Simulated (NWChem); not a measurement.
System: Si$_{2}$H$_{3}$Cl, singlet; SMILES [SiH3][Si]Cl

Parts of the log:

```
             Northwest Computational Chemistry Package (NWChem) 7.3.0
             --------------------------------------------------------

                             Geometry "geometry" -> ""
                             -------------------------

 Output coordinates in angstroms (scale by  1.889725989 to convert to a.u.)

  No.       Tag          Charge          X              Y              Z
 ---- ---------------- ---------- -------------- -------------- --------------
    1 Si                  14.0000     0.82154800     0.29176000    -0.61313300
    2 Cl                  17.0000    -0.34611400     1.37063300     0.76797300
    3 Si                  14.0000    -0.28208500    -1.81049400    -0.12807200
    4 H                    1.0000    -0.10655300    -2.12920000     1.32626900
    5 H                    1.0000     0.25167300    -2.95494800    -0.93411000
    6 H                    1.0000    -1.74756400    -1.67048000    -0.41103000

 Effective nuclear repulsion energy (a.u.)     169.9850017056

                                 NWChem DFT Module
                                 -----------------

 Summary of "ao basis" -> "ao basis" (spherical)
 ------------------------------------------------------------------------------
       Tag                 Description            Shells   Functions and Types
 ---------------- ------------------------------  ------  ---------------------
 Si                         def2-svp                 8       18   4s3p1d
 Cl                         def2-svp                 8       18   4s3p1d
 H                          def2-svp                 3        5   2s1p

 in cosmo_initialize ...
 calling solv_data for solv:hexane

 solvent parameters
 solvname_short: hexane
 solvname_long:  n-hexane
 dielec:        1.8819
 dielecinf:     1.8903
 nonaqueous SMD model solvent descriptors
 dielec:        1.8819
 sola:          0.0000
 solb:          0.0000
 solc:          0.0000
 solg:         25.7500
 solh:          0.0000
 soln:          1.3749

          ---------------
          -cosmo- solvent
          ---------------
 Cosmo: York-Karplus, doi: 10.1021/jp992097l
 dielectric constant -eps-     =   1.88
 screen = (eps-1)/(eps    )    =   0.46862
 surface charge correction     = lagrangian

   van der Waals surface
 --------------------------

 ---------- ATOMIC COORDINATES (A.U.) ------------ VDWR(ANG.) --
     1    1.55250061    0.55134645   -1.15865336     2.470
     2   -0.65406062    2.59012080    1.45125854     2.380
     3   -0.53306336   -3.42133756   -0.24202099     2.470
     4   -0.20135597   -4.02360457    2.50628500     1.200
     5    0.47559301   -5.58404203   -1.76521194     1.200
     6   -3.30241711   -3.15674947   -0.77673407     1.200
 number of segments per atom =        128
 number of   points per atom =        128
 atom (   nspa,  nppa )
 ----------------------
    1 (     71,     0 )       0
    2 (     85,     0 )       0
    3 (     85,     0 )       0
    4 (     33,     0 )       0
    5 (     32,     0 )       0
    6 (     31,     0 )       0
 number of -cosmo- surface points =      337
 molecular surface =    137.049 angstrom**2
 molecular volume  =    138.148 angstrom**3
 -lineq- algorithm             =   0
 -bem- low  level              =   3
 -bem- from -octahedral-
 gaussian surface charge width =   4.50000
 degree of switching           =   1.00000
 switching function tolerance  =   0.00010
 atomic radii =
 --------------
    1 14.000  2.470
    2 17.000  2.380
    3 14.000  2.470
    4  1.000  1.200
    5  1.000  1.200
    6  1.000  1.200
 ...... end of -cosmo- initialization ......

 nat:                     6
 ixmem:                  2111
 calling mnsol_interface()
 G(SMD-CDS) energy (kcal/mol)  =    -1.762
 SMD-CDS SASA (angstrom**2)    =   145.067

[...]

                                COSMO-SMD solvation results
                                ---------------------------

             internal energy in gas <Psi(g)|H|Psi(g)> =     -1040.245974377293
         internal energy in solvent <Psi(s)|H|Psi(s)> =     -1040.245911649628
                               delta internal energy  =         0.000062727665 (    0.04 kcal/mol)
   total free energy in solvent <Psi(s)|H+V/2|Psi(s)> =     -1040.247259253356
 polarization energy contribution <Psi(s)|V/2|Psi(s)> =        -0.001347603727 (   -0.85 kcal/mol)
    total free energy in solvent including G(SMD-CDS) =     -1040.250067463631
                       G(SMD-CDS) energy contribution =        -0.002808210275 (   -1.76 kcal/mol)
     1 M fixed-concentration free energy of solvation =        -0.004093086338 (   -2.57 kcal/mol)

                       DFT Final Molecular Orbital Analysis
                       ------------------------------------

 Vector   22  Occ=2.000000D+00  E=-3.533773D-01
              MO Center= -4.9D-01, -2.1D-01,  4.9D-01, r^2= 4.4D+00
   Bfn.  Coefficient  Atom+Function         Bfn.  Coefficient  Atom+Function
  ----- ------------  ---------------      ----- ------------  ---------------
    31      0.328659  2 Cl pz                29      0.308476  2 Cl px
    28      0.240750  2 Cl pz                55     -0.230578  4 H  s
    65      0.229391  6 H  s                 26      0.225913  2 Cl px
    46     -0.148554  3 Si pz                25      0.140649  2 Cl pz
    44     -0.139253  3 Si px                23      0.131986  2 Cl px

 Vector   23  Occ=2.000000D+00  E=-3.411810D-01
              MO Center=  3.0D-02, -3.4D-01, -3.8D-02, r^2= 5.5D+00
   Bfn.  Coefficient  Atom+Function         Bfn.  Coefficient  Atom+Function
  ----- ------------  ---------------      ----- ------------  ---------------
    30      0.439056  2 Cl py                27      0.316422  2 Cl py
    60     -0.262168  5 H  s                  3      0.243084  1 Si s
     4      0.190368  1 Si s                 24      0.184273  2 Cl py
    61     -0.176078  5 H  s                  2      0.148143  1 Si s
    45      0.139840  3 Si py                46      0.102053  3 Si pz

 Vector   24  Occ=2.000000D+00  E=-2.379359D-01
              MO Center=  5.5D-01,  2.1D-03, -4.3D-01, r^2= 3.9D+00
   Bfn.  Coefficient  Atom+Function         Bfn.  Coefficient  Atom+Function
  ----- ------------  ---------------      ----- ------------  ---------------
     3      0.291040  1 Si s                  4      0.287346  1 Si s
    11      0.232260  1 Si px                 9      0.211349  1 Si py
    45     -0.210928  3 Si py                48     -0.201370  3 Si py
     8      0.198325  1 Si px                30     -0.196489  2 Cl py
    29     -0.195418  2 Cl px                12      0.191955  1 Si py

 Vector   25  Occ=0.000000D+00  E=-1.167282D-01
              MO Center=  6.5D-01,  1.9D-01, -4.7D-01, r^2= 3.1D+00
   Bfn.  Coefficient  Atom+Function         Bfn.  Coefficient  Atom+Function
  ----- ------------  ---------------      ----- ------------  ---------------
    13      0.470040  1 Si pz                11      0.441919  1 Si px
    10      0.290196  1 Si pz                 8      0.272692  1 Si px
    31     -0.204048  2 Cl pz                29     -0.191559  2 Cl px
    56     -0.165331  4 H  s                 66      0.165175  6 H  s
     7     -0.151983  1 Si pz                 5     -0.142826  1 Si px

 Vector   26  Occ=0.000000D+00  E=-6.336426D-03
              MO Center=  5.8D-01,  1.3D-02, -4.5D-01, r^2= 4.1D+00
   Bfn.  Coefficient  Atom+Function         Bfn.  Coefficient  Atom+Function
  ----- ------------  ---------------      ----- ------------  ---------------
    12      0.702423  1 Si py                13      0.455086  1 Si pz
    22     -0.431380  2 Cl s                 48      0.346382  3 Si py
    31      0.326877  2 Cl pz                61      0.318978  5 H  s
    11     -0.287149  1 Si px                29     -0.280920  2 Cl px
    30      0.239772  2 Cl py                66     -0.223922  6 H  s

 Vector   27  Occ=0.000000D+00  E= 3.178859D-02
              MO Center=  2.2D-01, -8.1D-01, -3.4D-01, r^2= 5.2D+00
   Bfn.  Coefficient  Atom+Function         Bfn.  Coefficient  Atom+Function
  ----- ------------  ---------------      ----- ------------  ---------------
    48      0.906175  3 Si py                12      0.802947  1 Si py
    40      0.795287  3 Si s                  4     -0.685820  1 Si s
    11      0.624521  1 Si px                47      0.590141  3 Si px
     3     -0.495429  1 Si s                 13     -0.375089  1 Si pz
    49     -0.319913  3 Si pz                30     -0.227160  2 Cl py

     Multipole analysis of the density
     ---------------------------------

     L   x y z        total         alpha         beta         nuclear
     -   - - -        -----         -----         ----         -------
     0   0 0 0     -0.000000    -24.000000    -24.000000     48.000000

     1   1 0 0      0.183406      0.029247      0.029247      0.124911
     1   0 1 0     -0.226349      4.342935      4.342935     -8.912218
     1   0 0 1     -0.232317     -2.629305     -2.629305      5.026293

     2   2 0 0    -30.702570    -43.434794    -43.434794     56.167017
     2   1 1 0     -1.049568     -9.172930     -9.172930     17.296292
     2   1 0 1      1.524374     19.908603     19.908603    -38.292831
     2   0 2 0    -33.013855   -186.265825   -186.265825    339.517795
     2   0 1 1     -0.151561    -34.463576    -34.463576     68.775591
     2   0 0 2    -30.325716    -47.872884    -47.872884     65.420051
```

Level: PBE0/def2-SVP, SMD on the gas-phase geometry. Low-valent species are run as closed-shell singlets; no triplet was tried in these runs. Coordinates come from a PBE0/def2-SVP optimisation. Solvent: n-hexane.

### Question
Reconstruct the input file.

### Answer
One answer among several that fit: the input that was run:
```
start job
memory heap 200 mb stack 900 mb global 1100 mb
geometry units angstroms noautosym nocenter noautoz
  Si     0.821548     0.291760    -0.613133
  Cl    -0.346114     1.370633     0.767973
  Si    -0.282085    -1.810494    -0.128072
  H     -0.106553    -2.129200     1.326269
  H      0.251673    -2.954948    -0.934110
  H     -1.747564    -1.670480    -0.411030
end
basis spherical
  * library def2-svp
end
dft
  xc pbe0
  iterations 150
end
cosmo
  do_cosmo_smd true
  solvent hexane
end
task dft energy
```
